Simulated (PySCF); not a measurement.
In(OMe)(NH2)2, SMILES [O](C)[In]([NH2])[NH2], singlet, CAM-B3LYP/def2-SVP optimised geometry.

```
12

In    -0.14    -0.66     0.00
O     -1.09     1.10     0.00
C     -0.48     2.35     0.06
H      0.36     2.47    -0.66
H     -1.21     3.13    -0.19
H     -0.08     2.59     1.06
N      1.88    -0.66     0.00
H      2.35     0.15    -0.40
H      2.36    -1.51    -0.29
N     -1.38    -2.22     0.26
H     -1.11    -3.13    -0.10
H     -2.36    -2.06     0.05
```

Density from PySCF 2.14.0 with CAM-B3LYP/def2-TZVP, def2 effective core potentials past Kr at that geometry. The core electrons that the potentials of In replace are not part of the density.

Minimum of the electron density along straight lines between bonded atoms, close to the bond critical point (lines longer than 1.1 times the sum of covalent radii, or with two minima, are not listed):

```
bond     length / Å  ρ at the minimum / e bohr⁻³  ∇²ρ there / e bohr⁻⁵  position (fraction from the first atom)
-------  ----------  ---------------------------  --------------------  ---------------------------------------
In1–O2        1.997                        0.110                  0.49                                     0.52
O2–C3         1.392                        0.276                 -0.67                                     0.64
C3–H4         1.110                        0.272                 -0.93                                     0.64
C3–H5         1.106                        0.277                 -0.96                                     0.65
C3–H6         1.109                        0.274                 -0.94                                     0.64
In1–N7        2.020                        0.115                  0.39                                     0.52
N7–H8         1.016                        0.330                 -1.57                                     0.73
N7–H9         1.016                        0.330                 -1.56                                     0.73
In1–N10       2.014                        0.116                  0.40                                     0.52
N10–H11       1.015                        0.331                 -1.56                                     0.73
N10–H12       1.016                        0.330                 -1.57                                     0.73
```
